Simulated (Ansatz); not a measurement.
The same substitution along the group O, S, Se.

Computed with Ansatz on PBE0-D4/def2-TZVP structures; ΔE is electronic, products minus reactants. CCSD(T)/CBS adds triple-zeta CCSD(T) − MP2 to the extrapolated MP2 energy (def2 sets, frozen cores). This one scheme is used for every species. Functionals use def2-TZVPP. For Se outer-core shells are correlated without core-valence functions, which leaves a few kJ/mol of doubt a bond. Scalar relativity is left out up to krypton. Each species was taken in one conformer, which may not be the lowest.

```json
{"reaction": "`C=C=CO` + `BN` → `BNC=C=C` + H₂O", "ωB97M-V (kJ/mol)": "-21", "CCSD(T)/def2-SVP (kJ/mol)": "-18", "CCSD(T)/CBS(def2) (kJ/mol)": "-30"}
{"reaction": "`C=C=CS` + `BN` → `BNC=C=C` + H₂S", "ωB97M-V (kJ/mol)": "7", "CCSD(T)/def2-SVP (kJ/mol)": "-8", "CCSD(T)/CBS(def2) (kJ/mol)": "6"}
{"reaction": "`C=C=C[SeH]` + `BN` → `BNC=C=C` + H₂Se", "ωB97M-V (kJ/mol)": "10", "CCSD(T)/def2-SVP (kJ/mol)": "-9", "CCSD(T)/CBS(def2) (kJ/mol)": "11"}
```

Largest T1 diagnostic: 0.014, for `BNC=C=C`.
